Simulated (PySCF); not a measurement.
Two species compared at the same levels of theory.

First species: C6H10OSi2.
Atom-mapped SMILES: `[cH:1]1[cH:2][o:3][c:4]([SiH:5]2[CH2:6][SiH2:7][CH2:8]2)[cH:9]1` (hydrogens: H10 on C1; H11 on C2; H12 on Si5; H13, H14 on C6; H15, H16 on Si7; H17, H18 on C8; H19 on C9)

Second species: C₁₀H₁₆.
SMILES: `C1C[C@@H]2[C@@H]3CC[C@@H](C3)[C@@H]2C1`

Levels: PBE0/def2-SVPD for HOMO energy, LUMO energy, HOMO–LUMO gap and static isotropic polarisability; TDDFT PBE0/def2-SVPD for lowest singlet excitation; TDA PBE0/def2-SVPD for lowest triplet excitation (Tamm–Dancoff); ΔSCF PBE0/def2-SVPD for vertical ionisation energy. Geometries: PBE0-D3(BJ)/def2-SVP. Each species is one conformer at its optimised geometry, gas phase, non-relativistic unless stated; the electronic structure was computed with PySCF and density fitting.

Dipoles, sizes and rotational constants follow the conformer. The torsions of the flexible species, by atom-mapped SMILES:
- `[cH:1]1[cH:2][o:3][c:4]([SiH:5]2[CH2:6][SiH2:7][CH2:8]2)[cH:9]1`: O3–C4–Si5–C6 -53°

The conformers of `C1C[C@@H]2[C@@H]3CC[C@@H](C3)[C@@H]2C1` aren't listed.

Values for the first species:

| Quantity | Value |
| --- | --- |
| HOMO energy | -6.71 eV |
| LUMO energy | -0.52 eV |
| HOMO–LUMO gap | 6.19 eV |
| Lowest singlet excitation | 5.53 eV |
| Lowest triplet excitation (Tamm–Dancoff) | 3.78 eV |
| Static isotropic polarisability | 123.8 au |
| Vertical ionisation energy | 8.45 eV |

Problem. Estimate the same properties for the second species, and the change in each.

Solution. 
```csv
property,first,second,second less first
HOMO energy,-6.71 eV,-7.92 eV,-1.21 eV
LUMO energy,-0.52 eV,0.64 eV,+1.16 eV
HOMO–LUMO gap,6.19 eV,8.56 eV,+2.37 eV
lowest singlet excitation,5.53 eV,7.50 eV,+1.97 eV
lowest triplet excitation (Tamm–Dancoff),3.78 eV,7.29 eV,+3.51 eV
static isotropic polarisability,123.8 au,105.6 au,-18.2 au
vertical ionisation energy,8.45 eV,9.67 eV,+1.22 eV
```

On the first: The vertical singlet–triplet gap S1 − T1 is 1.75 eV (TDDFT singlet less Tamm–Dancoff triplet; S1: HOMO→LUMO, weight 0.97; T1: HOMO→LUMO, weight 0.83). The ΔSCF ionisation energy exceeds −ε(HOMO) by 1.74 eV with PBE0.

On the second: No computed singlet falls in the visible range (750 to 380 nm, 1.65 to 3.26 eV); S1 lies 4.24 eV above its blue end. The vertical singlet–triplet gap S1 − T1 is 0.21 eV (TDDFT singlet less Tamm–Dancoff triplet; S1: HOMO→LUMO, weight 0.98; T1: HOMO→LUMO, weight 0.92).
